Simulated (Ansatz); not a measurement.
Gas-phase electronic energies from Ansatz, PBE0-D4/def2-TZVP geometries. CBS: MP2 limit from def2 TZ/QZ plus the TZ coupled-cluster correction, frozen cores. This one scheme is used for every species. DFT in def2-TZVPP. Each species was taken in one conformer, which may not be the lowest.

Consider the ligand exchange at the Si–S bond: `N[SiH2]S[SiH](N)O` + CH₃OH → `CO[SiH](N)O` + `N[SiH2]S`.

`N[SiH2]S[SiH](N)O`:

Cartesian coordinates in Å:
```
N -0.416 -1.927 1.002
Si -1.639 -1.079 0.093
S -0.713 0.023 -1.457
Si 0.586 1.297 -0.263
N 1.766 2.038 -1.227
O 1.290 0.371 0.873
H 0.086 -2.663 0.524
H -0.672 -2.234 1.930
H -2.320 -0.225 1.100
H -2.633 -1.959 -0.574
H -0.252 2.384 0.296
H 2.480 1.514 -1.704
H 1.599 2.936 -1.649
H 0.837 -0.477 1.058
```

CH₃OH:

```xyz
6

C    -0.030   -0.342    0.093
O    -0.388    1.019    0.024
H    -0.793   -0.844    0.690
H     0.940   -0.495    0.583
H    -0.003   -0.819   -0.895
H     0.272    1.481   -0.496
```

`CO[SiH](N)O`:

Cartesian coordinates in Å:
```
C -0.966 -0.471 -1.717
O -0.542 -0.756 -0.404
Si 0.130 0.344 0.599
N 0.740 -0.362 2.021
O 1.334 1.037 -0.280
H -0.135 -0.122 -2.336
H -1.370 -1.387 -2.152
H -1.754 0.292 -1.727
H -0.881 1.346 1.022
H 1.413 -1.111 1.975
H 0.134 -0.466 2.818
H 1.897 1.658 0.183
```

`N[SiH2]S`:

Cartesian coordinates in Å:
```
N -0.915 -1.025 -0.396
Si 0.164 0.003 0.433
S 0.578 1.787 -0.695
H -1.895 -1.025 -0.168
H -0.748 -1.326 -1.342
H 1.482 -0.638 0.672
H -0.496 0.314 1.725
H 1.831 1.911 -0.229
```

```tsv
species	PBE energy (Eh)
`N[SiH2]S[SiH](N)O`	-1166.32815
CH₃OH	-115.63194
`CO[SiH](N)O`	-536.81453
`N[SiH2]S`	-745.15074
```

(1) Work out ΔE.

Largest T1 diagnostic among the species: 0.012.

Answers

(1) ΔE = (-536.81453) + (-745.15074) − (-1166.32815) − (-115.63194) = -0.00518 Eh = -13.6 kJ/mol. CCSD(T)/CBS gives -25.1 kJ/mol.

From PBE to PBE0 (25 % exact exchange), in def2-TZVPP and without D4, ΔE moves by −5.0 kJ/mol. The D4 term adds +11.9 kJ/mol with B3LYP and +6.6 kJ/mol with PBE0; it sums over pairs of atoms, weighted by their polarisabilities, and B3LYP, whose exchange is more repulsive, gets the larger term. In def2-TZVPP, CCSD(T) changes the Hartree–Fock value by +30.8 kJ/mol (the triples alone add +6.6 kJ/mol) and MP2 by +36.3 kJ/mol.

B3LYP here is the variant with VWN-RPA as its local correlation; programs differ in this.
